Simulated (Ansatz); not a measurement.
C2H7NO, SMILES `COCN` (charge 0, multiplicity 1).

Cartesian coordinates (Å):
SMILES: COCN
```xyz
11

C      1.3459     0.5143     0.0090
O      0.4804    -0.2766     0.7740
C     -0.5808    -0.8393     0.0262
N     -1.5867     0.0587    -0.4428
H      2.1730     0.8140     0.6529
H      0.8587     1.4232    -0.3692
H      1.7502    -0.0452    -0.8474
H     -0.1699    -1.3757    -0.8402
H     -1.0388    -1.5632     0.7019
H     -1.2501     0.6868    -1.1591
H     -1.9819     0.6031     0.3126
```
Charge 0, spin multiplicity 1.

Frozen-core energies in 6-31g from Ansatz (an electronic-structure program) at a geometry from PBE0-D3(BJ)/def2-TZVP; the HF reference has <S^2> = 0.00 and the T1 diagnostic is 0.010.

```
level  energy (Ha)
-----  -----------
HF      -208.99947
MP2     -209.41098
CCSD    -209.44836
```

Task: Estimate the energies of CCSD(T), CCSDT and CCSDT(Q), and give each level's difference from CCSDT(Q).

Result: 
```json
[
 {"level": "MP2", "energy (Ha)": "-209.41098", "difference from CCSDT(Q) (mHa)": "48.33"},
 {"level": "CCSD", "energy (Ha)": "-209.44836", "difference from CCSDT(Q) (mHa)": "10.94"},
 {"level": "CCSD(T)", "energy (Ha)": "-209.45763", "difference from CCSDT(Q) (mHa)": "1.68"},
 {"level": "CCSDT", "energy (Ha)": "-209.45824", "difference from CCSDT(Q) (mHa)": "1.07"},
 {"level": "CCSDT(Q)", "energy (Ha)": "-209.45931", "difference from CCSDT(Q) (mHa)": "0.00"}
]
```
